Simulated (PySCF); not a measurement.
## Mg⁺ (magnesium, charge +1) across methods

[Ne] 3p1, 2P determinant (an excited configuration). Calculation: PySCF 2.14, in dyall-acv3z (20s13p7d4f, 122 functions); scalar relativity by spin-free X2C-1e.

```csv
method,E (hartree),mean ε 2p α (eV),mean ε 2p β (eV),mean ε 3p α (eV),Σ⟨r²⟩ (bohr²),⟨S²⟩
wB97M-V,-199.9335,-63.846,-63.714,-10.182,18.43,0.750
CAM-B3LYP,-199.9483,-62.806,-62.688,-9.949,17.91,0.750
r2SCAN,-199.9340,-58.742,-58.649,-8.475,18.02,0.750
LDA,-199.0051,-57.496,-57.390,-8.351,17.93,0.750
wB97X-V,-199.9158,-63.679,-63.573,-10.608,18.20,0.750
PBE,-199.8371,-57.342,-57.238,-8.464,17.91,0.750
PBE0,-199.8517,-61.494,-61.365,-9.054,18.07,0.750
UHF,-199.52071,-72.831,-72.623,-10.455,18.94,0.750
```
